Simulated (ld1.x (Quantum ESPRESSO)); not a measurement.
Values are calculated unless marked as measured or tabulated.
Potentials for O (Z = 8) compared

Generated with ld1.x 7.5 (TM, RRKJ, ultrasoft, PAW), atompaw 4.2 or ONCVPSP 4.0.1. The cutoff is in Ry: for ld1.x and atompaw files where the sum of valence levels is converged to 10 mRy in a Bessel basis, for ONCV files where the hardest occupied wave has 1 mHa per electron of residual kinetic energy. The error is the largest all-electron minus pseudo excitation energy over each file’s own four to seven test configurations (ionisations up to +4, promotions, holes and added fractions of an electron), all of which were solved. The labels leave out finer settings (local radius, basis sizes, second energies), which also bear on the numbers. Spin-polarised tests are not counted. The rows are a selection from randomly drawn settings: files with unsolved tests, undetermined cutoffs or missed reference levels are left out.

| potential | cutoff (Ry) | largest error (meV) | bound ghosts |
| --- | --- | --- | --- |
| RRKJ, LDA (PZ), scalar-relativistic, rc 0.80/1.45 (sp), local p, core correction yes, reference 2s2 2p3 | 110 | +1389 | none |
| TM, PBE, scalar-relativistic, rc 0.65/1.30/1.25 (spd), local smoothed, core correction no, reference 2s2 2p4 | 140 | +473 | none |
| ultrasoft, LDA (PZ), scalar-relativistic, rc 1.10/0.95 (sp), local smoothed, core correction yes, reference 2s2 2p3.5 | 80 | +175 | none |
| RRKJ, PBE, scalar-relativistic, rc 0.70/1.00/1.00 (spd), local p, core correction yes, reference 2s2 2p4 | 110 | +96 | none |
| RRKJ, PBE, scalar-relativistic, rc 0.65/1.60/1.25 (spd), local smoothed, core correction no, reference 2s1.75 2p4.25 | 300 | +1379 | none |
| PAW, PBE, scalar-relativistic, rc 1.00/1.30/1.15 (spd), local smoothed, core correction yes, reference 2s1.75 2p4.25 | 40 | +23 | none |

Problem. Fill in the row for O: RRKJ, BLYP, fully relativistic, rc 0.65/1.50/1.45 (spd), local smoothed, core correction yes, reference 2s2 2p4.

Solution. cutoff 260 Ry, largest error +2889 meV, bound ghosts: none.

Problem. Fill in the row for O: RRKJ, PBEsol, scalar-relativistic, rc 0.95/1.55/1.65 (spd), local s, core correction yes, reference 2s2 2p4.

Solution. cutoff 70 Ry, largest error +3296 meV, bound ghosts: none.
